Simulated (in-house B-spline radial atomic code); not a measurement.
Values are calculated unless marked as measured or tabulated.
**Correlation energy from the adiabatic connection: −V exp(−r²/w²), V = 2.11, w = 7.48**

Two electrons in a singlet, external potential −V exp(−r²/w²), V = 2.11, w = 7.48 (atomic units). Full CI in B-splines (partial waves to l = 8, correlation up to 0.6 % small) with the density held fixed gives W(λ) = <V_ee>_λ − U, and E_c is the integral of W(λ) − W(0) from 0 to 1.

```tsv
λ	W(λ) − W(0) (hartree)
0	0.00000
0.02	-0.00199
0.05	-0.00487
0.12	-0.01117
0.25	-0.02146
0.4	-0.03142
0.6	-0.04226
0.8	-0.05098
1	-0.05813
```

Task: Integrate the table by the trapezoid rule.

Result: The strips give -0.00002, -0.00010, -0.00056, -0.00212, -0.00397, -0.00737, -0.00932, -0.01091, which sum to -0.03437 hartree. The direct value, W(1) − W(0) + T_c with T_c = 0.02361, is -0.03451; the curve is convex, so chords lie above it and the trapezoids fall short in size by 0.40 %.

Task: Now use only three numbers: W(0) = -0.35187, the initial slope W'(0) = -0.1008 (extrapolated from the first points) and the strong-coupling limit of the point-charge-plus-continuum model, W∞ = -0.48113. What do second-order theory and the interpolation W(λ) = W∞ + (W(0) − W∞)/√(1 + 2χλ) of Seidl, Perdew and Levy give?

Result: Second order keeps the slope alone: E_c = W'(0)/2 = -0.05040, +46 % in size against -0.03451. Matching the slope fixes χ = W'(0)/(W∞ − W(0)) = -0.1008/(-0.12926) = 0.77982. Integrating, with s = √(1 + 2χ) = 1.599890, E_c = −(W(0) − W∞)(s − 1)/(s + 1) = −0.12926 × 0.599890/2.599890 = -0.02983 hartree, -13.6 % in size against the full result. At λ = 1 the formula gives W − W(0) = -0.04847 against -0.05813. Part of the miss can come from the model's W∞.
